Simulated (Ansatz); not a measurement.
Mulliken charges of CH$_{5}$GaS (`[CH3][GaH][SH]`) from ωB97M-V/def2-TZVPP in Ansatz (PBE0-D4/def2-TZVP geometry).

```tsv
atom	x (Å)	y (Å)	z (Å)	charge (e)
C1	-0.823	0.630	-0.511	-0.465
Ga2	0.974	0.038	0.004	0.315
S3	1.217	-1.726	1.309	-0.283
H4	-0.967	1.675	-0.226	0.119
H5	-1.601	0.027	-0.043	0.112
H6	-0.936	0.569	-1.596	0.119
H7	2.326	0.696	-0.424	-0.028
H8	-0.098	-1.967	1.431	0.111
```

Problem. By hand: the dipole of these point charges (1 e Å = 4.8032 D).

Solution. Σ q r = (-0.137, 0.240, -0.182) e Å, of length 0.331 e Å = 1.59 D.

Problem. How does the dipole of the full density compare? (Best estimate.)

Solution. The calculation gave: (-0.304, 0.208, -0.166) e Å, 1.94 D; the point charges give 0.82 times that, at 24° from its direction.

Point charges leave out the atoms' own dipoles, such as those of lone pairs, and Mulliken's split depends on the basis, so the two needn't agree.
